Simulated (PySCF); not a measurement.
SMILES CSCC[SeH] at its GFN2-xTB optimised geometry (Å):

```
13

C      1.6566    -1.5877     0.0000
S     -0.1582    -1.5877     0.0000
C     -0.4806     0.2086     0.0000
C     -0.2734     0.8025    -1.3729
Se    -0.6323     2.7467    -1.3987
H      2.0330    -1.1774    -0.9326
H      1.9638    -2.6239     0.0938
H      2.0179    -1.0141     0.8491
H     -1.5182     0.3127     0.3181
H      0.1689     0.6712     0.7437
H      0.7644     0.7120    -1.6982
H     -0.9203     0.3299    -2.1130
H     -2.0330     2.6239    -1.0631
```

Level of theory: PySCF with B3LYP/def2-TZVP. Cells within 0.4 Å of a nucleus heavier than hydrogen are left out (blank, or x).

Map of the LUMO amplitude (bohr^(-3/2)) on the plane z = 0.0 Å; orbital energy -0.25 eV, overall sign arbitrary:

```
|4444455556677766555544444455555|
|4444445556778776655444444455555|
|4444444556788876554444444445555|
|4444444456789986544444444444555|
|4444333345789876433334444444555|
|4443322234678864322333444444555|
|4443221113467653212233444444455|
|4443211001345432111223344444455|
|4443210000134432111123344444455|
|4443210000133432211123344444445|
|4443211000234554322222344444445|
|4443321001245665422222334444444|
|4443321111246876432222334444444|
|4444322111247985322222334444444|
|4444332211247xx2222222334444444|
|4444332222345xx1222223334444444|
|4444433223345533333333444444444|
|4444433333456766544555544444444|
|4444444334467998766677655444444|
|44444444445689xx7667x9765544444|
|44444444445678xx566xxx765544444|
|5444444444556643345567665544444|
|5544444444455432234455555444444|
|5554444444444332233344444444444|
|5555444444444333333333444444444|
|5555544444444333333333344444444|
|5555544444444433333333444444444|
|5555554444444444444444444444444|
|5555555444444444444444444444444|
|5555555544444444444444444444445|
|5555555554444444444444444444445|
```
Scale: ten equal steps from -0.042 (start of '0') to 0.041 (end of '9'), in the order '0123456789'; x runs from -5.00 to 5.00, y from -5.00 (bottom) to 5.00 (top).
